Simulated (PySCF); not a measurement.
How methods differ on the ionisation energy of Ge(2+)

Ge(2+) [Ar] 3d10 4s2 → Ge(3+) [Ar] 3d10 4s1 [4s1/2^1, M_J = 1/2], as a difference of total energies. All numbers are calculated (PySCF 2.14, the two-component X2C-1e Hamiltonian, in x2c-QZVPPall-2c (11s10p5d4f1g, 103 functions)). Correlated levels: [Ne] frozen; the 8 highest virtual spinors dropped. "Screened" scales the spin-orbit matrix elements by Boettger's factors to mimic the two-electron term; Breit and QED terms are absent.

| method | ionisation energy (eV) |
| --- | --- |
| GHF (screened spin-orbit) | 32.196 |
| GMP2 (screened spin-orbit) | 33.920 |

Q: How much does correlation contribute at GMP2 (screened spin-orbit)?

A: 33.920 − (32.196) = 1.724 eV, measured against GHF (screened spin-orbit).

Errors of the correlated levels include the incompleteness of this basis and the frozen core.

For comparison: 34.058 eV (measured; NIST Atomic Spectra Database, ionization energies).
